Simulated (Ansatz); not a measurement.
Reaction (ligand exchange at a Ti–N bond): `CC[N](C)[Ti]([Cl])([Cl])[Cl]` + HBr → `[Cl][Ti]([Cl])([Cl])[Br]` + ethylmethylamine

Isolated molecules relaxed with PBE0-D4/def2-TZVP in Ansatz; ΔE leaves out vibrations. CBS: MP2 limit from def2 TZ/QZ plus the TZ coupled-cluster correction, frozen cores. Functionals use def2-TZVPP. HSE06 is defined as in plane-wave codes. For Br, Ti outer-core shells are correlated without core-valence functions, which leaves a few kJ/mol of doubt a bond. Scalar relativity is left out up to krypton. Each species was taken in one conformer, which may not be the lowest.

```
             level  ΔE (kcal/mol)  difference from CCSD(T)/CBS
            PBE-D4           -9.9                         -2.7
         revPBE-D4           -8.4                         -1.2
          BHLYP-D4           -9.5                         -2.3
      CAM-B3LYP-D4           -8.0                         -0.8
            B2PLYP          -11.7                         -4.5
           r2SCANh          -11.5                         -4.3
           r2SCAN0          -11.4                         -4.2
             HSE06          -12.4                         -5.2
             BHLYP          -12.5                         -5.3
       HF/def2-SVP           -6.5                          0.7
    MP2/def2-TZVPP           -7.2                          0.0
SCS-MP2/def2-TZVPP           -7.4                         -0.2
CCSD(T)/def2-TZVPP           -6.6                          0.6
    MP2/def2-QZVPP           -7.7                         -0.5
      HF/CBS(def2)          -14.4                         -7.2
     MP2/CBS(def2)           -7.8                         -0.6
       CCSD(T)/CBS           -7.2                            0
```

Largest T1 diagnostic among the species: 0.023, so the coupled-cluster value is less sure than usual.

At CCSD(T), def2-SVP lies +5.5 kcal/mol from the extrapolated value and def2-TZVPP +0.6 kcal/mol. From BLYP to BHLYP (50 % exact exchange), in def2-TZVPP and without D4, ΔE moves by +1.4 kcal/mol. Leaving LDA and LC-ωPBE aside and taking each functional with its dispersion term where it has one, the values, not all of them listed here, spread over 3.7 kcal/mol, from B2PLYP to ωB97X-V. LDA lies +3.9 kcal/mol from PBE without D4.

CCSD(T)/CBS has its own doubt, a few kJ/mol and more with outer-core shells, so smaller differences from it don't rank the levels.
